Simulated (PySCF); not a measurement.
Ligands exchanged one at a time, Ga Br-SiH3. Isolated molecules, 0 K electronic values unless said otherwise. Strings in code marks are SMILES.

Method: PBE-D3(BJ)/def2-TZVP // B3LYP-D3(BJ)/def2-TZVP run with PySCF. Excitations are Tamm–Dancoff values on a coarser integration grid. The basis has no diffuse functions, so Rydberg states are missing or too high.

```csv
species,S1 excitation (TDA) (eV),T1 excitation (TDA) (eV)
0 of 3 Br replaced by SiH3,4.33,4.03
1 of 3 Br replaced by SiH3,4.19,?
2 of 3 Br replaced by SiH3 (`[Ga]([SiH3])([Br])[SiH3]`),?,2.85
3 of 3 Br replaced by SiH3,3.14,2.63
```

Q: What belongs in the gaps?

A: 
- 1 of 3 Br replaced by SiH3, T1 excitation (TDA) (eV): 3.87
- 2 of 3 Br replaced by SiH3 (`[Ga]([SiH3])([Br])[SiH3]`), S1 excitation (TDA) (eV): 3.23
